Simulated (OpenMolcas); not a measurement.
# Co7+, Rh7+, Ir7+: d² down the group

```yaml
Program: OpenMolcas 26.06
Method: SS-RASPT2, IPEA 0.25 Eh, imaginary shift 0.1 Eh
Basis: ANO-RCC-VQZP
Scalar_Hamiltonian: DKH2, point nucleus
Spin-orbit_coupling: RASSI with atomic mean-field integrals over the reference wave functions, term energies averaged over their components
```

Active space for each ion: 8 electrons in 8 orbitals (RAS1 p, at most 2 holes; RAS2 d); closed shells correlated by CASPT2: Co7+ 3s; Rh7+ 4s; Ir7+ 5s.

Computed levels in cm-1 above ³F₂:

| Level | Co7+ | Rh7+ | Ir7+ |
| --- | --- | --- | --- |
| ³F₃ | 1473 | 3500 | 12870 |
| ³F₄ | 3280 | 7180 | 21970 |
| ³P₀ | 23080 | 15990 | 17970 |
| ³P₁ | 23630 | 17560 | 26110 |
| ³P₂ | 24910 | 21310 | 39620 |
| ¹G₄ | 32980 | 24150 | 36990 |
| ¹S₀ | 75560 | 53860 | 66130 |
| weight of ³F in the lowest level (%) | 100 | 97 | 86 |

Mixed levels, with the weight of the term that names them: Rh7+ ³P₂ (70 %), Ir7+ ³P₂ (57 %).

Measured, with the error of the calculation in %. Measured levels: Co7+ from Sugar and Corliss, J. Phys. Chem. Ref. Data 10, 1097 (1981); Ir7+ from van het Hof, Joshi, Wyart and Sugar, J. Res. Natl. Inst. Stand. Technol. 100, 687 (1995).

```
Level          Co7+          Ir7+
  ³F₃   1430 (+3.0)  12672 (+1.6)
  ³F₄   3144 (+4.2)  21615 (+1.6)
  ³P₀  22304 (+3.5)  17254 (+4.1)
  ³P₁  22839 (+3.5)  25221 (+3.5)
  ³P₂  24055 (+3.6)  38878 (+1.9)
  ¹G₄  32360 (+1.9)  36253 (+2.0)
  ¹S₀  74247 (+1.8)  65022 (+1.7)
```

The fine-structure level ³F₄ changes by a factor of 6.7 from Co7+ to Ir7+.

Without spin-orbit coupling ³P lies 22150, 14050, 13210 cm-1 above ³F in that order; the difference to the level ³P₀, of either sign, comes from spin-orbit coupling, which also lowers the zero.

CASPT2 does not keep the components of a term degenerate, so their means are used; among the terms shown or strongly mixed into the levels shown the widest spread is 380 cm-1 (5d² ¹G, Ir7+). Active for correlation alone: 3p; no level in the range computed is led by a configuration that opens it, so any true level of that kind is missing (holds for Co7+). Active for correlation alone: 4p; no level in the range computed is led by a configuration that opens it, so any true level of that kind is missing (holds for Rh7+). Active for correlation alone: 5p; no level in the range computed is led by a configuration that opens it, so any true level of that kind is missing (holds for Ir7+). Computed and measured levels are paired by configuration, term and J; levels that our copy of the source lacks, or whose pairing is in doubt (as where it misses far off the trend of its configuration), stay unpaired and out of the deviations. Levels of configurations outside the active space are missing.
